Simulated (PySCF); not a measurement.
Field gradients at the hydrogen positions

C5H13BFP.
Z-matrix (Å and degrees, PBE0-D3(BJ)/def2-SVP geometry), rows numbered from 1:
```
B 
P   1  1.9087
C   2  1.8461  1  115.88
C   3  1.5223  2  105.74  1  -133.96
F   4  1.3836  3  108.62  2   -82.61
C   4  1.5176  3  107.41  2    34.54
C   6  1.5336  4  107.50  3   -50.26
C   7  1.5187  2  114.09  1   -20.01
H   1  1.2222  2  106.10  3   176.37
H   1  1.2266  2  102.93  3    56.26
H   1  1.2224  2  104.94  3   -62.51
H   2  1.4171  1  116.61  3   123.48
H   3  1.1006  2  107.01  1   -15.84
H   3  1.0984  2  113.12  1   103.33
H   4  1.1028  3  111.99  2   158.84
H   6  1.1008  4  111.22  3  -172.70
H   6  1.1036  4  108.80  3    69.05
H   7  1.1014  2  105.99  1  -141.57
H   8  1.0993  7  111.60  2   -61.56
H   8  1.0999  7  111.21  2    58.29
H   8  1.1011  7  110.25  2   178.54
```

Level: PBE0/pcSseg-1 (PySCF, non-relativistic); Q(2H) = 0.00286 b; rigid geometry, the same for H and D, with no vibrational averaging.

Problem. Rank these positions by the coupling χzz of a deuteron there, largest first.
A. H18 (methine hydrogen)
B. H11 (B–H hydrogen)
C. H15 (methine hydrogen)
D. H12 (P–H hydrogen)
E. H21 (methyl hydrogen)

Solution. E (195 kHz), A (190 kHz), C (184 kHz), B (134 kHz), D (116 kHz).

Problem. Tabulate Vzz, the asymmetry η and χzz = 234.96 MHz × Q × Vzz for every hydrogen position.

Solution. 
| atom | bonded to | bond length (Å) | Vzz (au) | η | χzz (kHz) |
| --- | --- | --- | --- | --- | --- |
| H9 | B1 | 1.222 | 0.1995 | 0.06 | 134 |
| H10 | B1 | 1.227 | 0.1958 | 0.06 | 132 |
| H11 | B1 | 1.222 | 0.1994 | 0.06 | 134 |
| H12 | P2 | 1.417 | 0.1722 | 0.06 | 116 |
| H13 | C3 | 1.101 | 0.2858 | 0.02 | 192 |
| H14 | C3 | 1.098 | 0.2935 | 0.02 | 197 |
| H15 | C4 | 1.103 | 0.2743 | 0.07 | 184 |
| H16 | C6 | 1.101 | 0.2881 | 0.02 | 194 |
| H17 | C6 | 1.104 | 0.2795 | 0.02 | 188 |
| H18 | C7 | 1.101 | 0.2828 | 0.00 | 190 |
| H19 | C8 | 1.099 | 0.2920 | 0.04 | 196 |
| H20 | C8 | 1.100 | 0.2877 | 0.04 | 193 |
| H21 | C8 | 1.101 | 0.2909 | 0.03 | 195 |

Problem. Average by the element that carries the hydrogen.

Solution. on B: 133 kHz over 3 positions, mean bond length 1.224 Å; on P: 116 kHz over 1 position, mean bond length 1.417 Å; on C: 192 kHz over 9 positions, mean bond length 1.101 Å.

Isolated species at its PBE0-D3(BJ)/def2-SVP geometry (one conformer only). With so small a basis the couplings can be 20 % off.
